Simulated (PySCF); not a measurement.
## Ionisation energy of Te(40+) by level of theory

Te(40+) [Ne] 3s2 → Te(41+) [Ne] 3s1 [3s1/2^1, M_J = 1/2], as a difference of total energies. Calculation: PySCF 2.14, in an uncontracted even-tempered set (18 s from 8.5 bohr⁻², ratio 2.4; 14 p from 11 bohr⁻², ratio 2.4; 4 d from 37 bohr⁻², ratio 2.6; 4 f from 55 bohr⁻², ratio 2.6); the two-component X2C-1e Hamiltonian. Correlated levels: 1s2 frozen; the 54 highest virtual spinors dropped. "Screened" scales the spin-orbit matrix elements by Boettger's factors to mimic the two-electron term; Breit and QED terms are absent.

| method | ionisation energy (eV) |
| --- | --- |
| GHF (spin-free) | 2955.1 |
| GHF (screened spin-orbit) | 2955.1 |
| GMP2 (screened spin-orbit) | 2958.5 |

Question: How much does correlation contribute at GMP2 (screened spin-orbit)?

Answer: 2958.5 − (2955.1) = 3.4 eV, measured against GHF (screened spin-orbit).

Breit and QED terms and the two-electron picture change are absent.

For comparison: 2954 ± 4 eV (theoretical estimate listed by NIST; NIST Atomic Spectra Database, ionization energies).
